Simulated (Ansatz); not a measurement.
Mulliken charges of `[AlH2][SiH2][GeH3]` from ωB97M-V/def2-TZVPP in Ansatz (PBE0-D4/def2-TZVP geometry).

| atom | x (Å) | y (Å) | z (Å) | charge (e) |
| --- | --- | --- | --- | --- |
| Al1 | -1.902 | 0.583 | -1.011 | 0.378 |
| Si2 | 0.471 | 0.777 | -0.451 | -0.080 |
| Ge3 | 1.084 | -0.975 | 1.051 | -0.103 |
| H4 | -2.362 | -0.313 | -2.238 | -0.109 |
| H5 | -2.997 | 1.297 | -0.110 | -0.109 |
| H6 | 0.798 | 2.066 | 0.225 | -0.013 |
| H7 | 1.355 | 0.656 | -1.647 | -0.013 |
| H8 | 2.569 | -0.896 | 1.441 | 0.016 |
| H9 | 0.241 | -0.898 | 2.337 | 0.017 |
| H10 | 0.826 | -2.349 | 0.405 | 0.017 |

Problem. By hand: the dipole of these point charges (1 e Å = 4.8032 D).

Solution. Σ q r = (-0.253, 0.046, -0.110) e Å, of length 0.280 e Å = 1.34 D.

Problem. How does the dipole of the full density compare? (Best estimate.)

Solution. Computed: (-0.045, 0.066, -0.063) e Å, 0.49 D; the point charges give 2.73 times that, at 41° from its direction.

Point charges leave out the atoms' own dipoles, such as those of lone pairs, and Mulliken's split depends on the basis, so the two needn't agree.
